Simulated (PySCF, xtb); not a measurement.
Te(OMe)(SeH) (CH4OSeTe), SMILES [SeH][Te]OC.

The structure is a stationary point at PBE0-D3(BJ)/def2-SVP. The structure was generated by enumeration, and PubChem lists no compound with its InChIKey, so it may never have been made. The def2 effective core potentials stand for the cores of Te; spin–orbit coupling is left out. Other conformers were not sampled.

These are C-PCM-ωB97X/def2-SVP run with PySCF 2.14.0 values and carry that method's errors.

The values are the electrostatic part of the solvation free energy, E(continuum) − E(gas) at the gas-phase geometry, in a cavity of scaled van der Waals radii (PySCF's table); cavitation and dispersion terms are not included. In vacuum the orbital gap is 8.98 eV. The dipole moment in vacuum is 1.94 D.

Q: Estimate the values in water (ε = 78.36), tetrahydrofuran (ε = 7.43), acetone (ε = 20.49). (An estimate is asked for; the answer gives what the named calculation found.)

A: 
```json
[
 {"solvent": "water", "ε": "78.36", "ΔG(elec) (kcal/mol)": "-4.2", "dipole (D)": "2.68", "gap (eV)": "9.08"},
 {"solvent": "tetrahydrofuran", "ε": "7.43", "ΔG(elec) (kcal/mol)": "-3.6", "dipole (D)": "2.56", "gap (eV)": "9.06"},
 {"solvent": "acetone", "ε": "20.49", "ΔG(elec) (kcal/mol)": "-4.1", "dipole (D)": "2.65", "gap (eV)": "9.07"}
]
```

For comparison, GFN2-xTB/ALPB(water) (xtb, at the GFN2-xTB geometry, all terms of that model) gives -3.7 kcal/mol.
